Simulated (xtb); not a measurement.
H4N2Pb, SMILES [Pb]([NH2])[NH2] (connectivity only; charge and spin as stated), neutral, multiplicity 1. All values are semi-empirical tight-binding results from xtb (GFN2-xTB unless named), good for trends rather than for accurate numbers. Geometry: GFN2-xTB. One conformer was computed; it need not be the lowest.

For metal compounds this method's bond lengths and energies can be far off.

**Question.** Estimate the properties. (Estimate from the structure and the level; the computed values follow.)

**Answer.** 
```
Item                                           Value
-------------------------------------  -------------
point group as xtb finds it                      C2v
orbital gap                                  2.95 eV
zero-point energy                      29.9 kcal/mol
G − E(el) at 298.15 K (modified RRHO)  11.5 kcal/mol
```
